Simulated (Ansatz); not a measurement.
FH6NSi3 can be A, `F[Si]N([SiH3])[SiH3]`, or B, `F[SiH]1N[SiH2][SiH2]1`.

Program: Ansatz. Geometries: PBE0-D4/def2-TZVP. ΔE: electronic, gas phase. CBS: MP2 limit from def2 TZ/QZ plus the TZ coupled-cluster correction, frozen cores. Functionals use def2-TZVPP. Each species was taken in one conformer, which may not be the lowest.

A:

Z-matrix (Å, degrees):
```
Si
N 1 1.749
H 1 1.485 2 110.5
H 1 1.485 2 110.5 3 -120.5
H 1 1.486 2 107.4 3 119.8
Si 2 1.724 1 119.2 3 -119.7
Si 2 1.760 1 118.4 3 60.4
F 6 1.626 2 98.9 1 -179.8
H 7 1.482 2 111.0 1 118.1
H 7 1.482 2 111.0 1 -119.1
H 7 1.488 2 106.5 1 -0.5
```

B:

```xyz
11

F     1.0423   -2.1574    1.1571
Si    0.9251   -0.5721    0.9348
N     1.0907   -0.1194   -0.7166
Si   -0.4412    0.4860   -1.3045
Si   -1.2693    0.2487    0.8772
H     1.9845   -0.0066    1.8084
H     1.9338   -0.1945   -1.2668
H    -0.3353    1.8718   -1.8404
H    -1.0404   -0.3579   -2.3763
H    -1.5193    1.5182    1.6081
H    -2.3710   -0.7167    1.1189
```

(1) Which is lower in electronic energy at CCSD(T)/CBS, and by how much? (An estimate is asked.)

(2) Give E(B) − E(A) in kcal/mol with ωB97M-V, CCSD(T)/def2-TZVPP, HF/def2-TZVPP, CCSD/def2-TZVPP, PBE-D4, r2SCAN-D4, B2PLYP. (Estimate.)

(3) Does the order hold for the free energy at 298.15 K (harmonic terms from PBE0-D4)? (Best estimate.)

Largest T1 diagnostic: 0.014.

Answers

(1) Ansatz gave: B, by 3.6 kcal/mol.

(2) Computed: ωB97M-V -0.2, CCSD(T)/def2-TZVPP -2.1, HF/def2-TZVPP 1.2, CCSD/def2-TZVPP -1.6, PBE-D4 -9.2, r2SCAN-D4 -8.5, B2PLYP -1.8. The order is the other way round with HF/def2-TZVPP.

(3) Ansatz gave: Yes: G(B) − G(A) = -0.7 kcal/mol, for one conformer each.

In def2-TZVPP, CCSD(T) changes the Hartree–Fock value by −3.3 kcal/mol (the triples alone add −0.5 kcal/mol) and MP2 by −3.6 kcal/mol. From BLYP to BHLYP (50 % exact exchange), in def2-TZVPP and without D4, E(B) − E(A) moves by −1.6 kcal/mol.
